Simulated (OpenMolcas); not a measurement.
Pb: thermal populations, worked from levels

```yaml
Program: OpenMolcas
Basis: ANO-RCC-VQZP [9s8p6d4f3g]
Scalar_Hamiltonian: DKH2, point nucleus
Active_space: 2 electrons in 3 orbitals (6p)
State_averaging: 2S+1 = 3 even, 3 roots; 2S+1 = 1 even, 6 roots
Spin-orbit_coupling: state interaction with AMFI integrals over the reference wave functions, term energies averaged over their components
```

Methods: CASSCF; SS-CASPT2, IPEA 0.25 Eh, imaginary shift 0.1 Eh (closed shells correlated: 5d 6s). Measured levels: NIST Handbook of Basic Atomic Spectroscopic Data.

**Thermal populations.** Z = Σ (2J + 1) exp(-E/kT) with k = 0.695035 cm-1/K, over the levels below. No other level of either list lies under 34900 cm-1, which is above 7 kT at each temperature.

```csv
Level,2J + 1,SS-CASPT2,measured
6s2 6p2 3P0,1,0.0,0.0
6s2 6p2 3P1,3,6740,7819
6s2 6p2 3P2 [60 %],5,9600,10650
6s2 6p2 1D2 [60 %],5,18830,21458
6s2 6p2 1S0,1,26910,29467
```

| T (K) | Z, SS-CASPT2 | Z, measured levels | Ground level (%), SS-CASPT2 | Ground level (%), measured levels |
| --- | --- | --- | --- | --- |
| 3000 | 1.169 | 1.101 | 85.5 | 90.8 |
| 5000 | 1.770 | 1.560 | 56.5 | 64.1 |

At 5000 K, kT = 3475 cm-1, and the computed levels give Z = 1.000 + 0.431 + 0.316 + 0.022 + 0.000 = 1.770.

CASPT2 does not keep the components of a term degenerate, so their means are used; among the terms shown or strongly mixed into the levels shown the widest spread is 130 cm-1 (6s2 6p2 1D, SS-CASPT2). Spin-orbit splittings of 6p shells tend to come out small when the coupling is added on scalar orbitals. With the s shell closed, the reference lacks s² → p² mixing. Measured partners are found by configuration, term and J. A level has none where our copy of the source lacks it or the pairing is in doubt (some pairs that miss far off the trend of their configuration count as doubtful), and it then counts in no deviation. Where the source uses jj or jK labels, the order within each J decides. Only configurations of the active space appear.

A share in square brackets marks a mixed level and gives the weight of the term that names it, the lowest over the columns.
